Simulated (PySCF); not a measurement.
**Steps of a relaxation of PbH4**

PbH4 (singlet). PySCF 2.14.0, RKS PBE0, Pb def2-SVP with ECP60, H def2-SVP; non-relativistic Hamiltonian with scalar-relativistic core potentials where named; density fitting; no spin-orbit coupling. Origin of the start: template. Columns: position (Å) and force (eV/Å). Energies are counted from the last step; some of the 8 steps are shown. Forces carry noise of the integration grid, about 0.01 to 0.03 eV/Å.

Run from Python with OMP_NUM_THREADS=2. Where DIIS fails, smearing, a level shift and second-order steps follow.
It took 4.5 s on 2 threads of Arm Neoverse V2 (shared host), from the converged density of the start.

```xyz
5
step 0  E = 2.187 eV
Pb   -0.0002   -0.0091    0.0000     0.06    2.94    0.00
H    -0.0002   -0.0091    1.9200    -0.03   -1.29   -1.33
H    -0.0002   -0.0091   -1.9200    -0.03   -1.29    1.33
H     1.6848    0.9114    0.0000    -1.06   -0.16    0.00
H    -1.6454    0.9807    0.0000     1.06   -0.20    0.00
```

```xyz
5
step 2  E = 0.499 eV
Pb    0.0061    0.2912    0.0000     0.00   -0.06    0.00
H    -0.0070   -0.3389    1.7155    -0.01   -0.42   -0.95
H    -0.0070   -0.3389   -1.7155    -0.01   -0.42    0.95
H     1.5629    1.0937    0.0000     0.01    0.45    0.00
H    -1.5160    1.1578    0.0000     0.00    0.45    0.00
```

```xyz
5
step 5  E = 0.001 eV
Pb    0.0078    0.3730    0.0000     0.00   -0.08    0.00
H    -0.0134   -0.6428    1.4419     0.00    0.04   -0.07
H    -0.0134   -0.6428   -1.4419     0.00    0.04    0.07
H     1.4628    1.3590    0.0000     0.00    0.00    0.00
H    -1.4050    1.4186    0.0000     0.00    0.00    0.00
```

Task: Where does the relaxation end?

Result: It converges at step 7 in Td:
```xyz
5
step 7  E = 0
Pb    0.0078    0.3729    0.0000
H    -0.0134   -0.6421    1.4346
H    -0.0134   -0.6421   -1.4346
H     1.4627    1.3582    0.0000
H    -1.4050    1.4179    0.0000
```

Task: How did the contacts change?

Result: 
```json
{"contact": "Pb1–H2 (H)", "start (Å)": "1.920", "end (Å)": "1.757"}
{"contact": "Pb1–H3 (H)", "start (Å)": "1.920", "end (Å)": "1.757"}
{"contact": "Pb1–H4 (H)", "start (Å)": "1.920", "end (Å)": "1.757"}
{"contact": "Pb1–H5 (H)", "start (Å)": "1.920", "end (Å)": "1.757"}
```
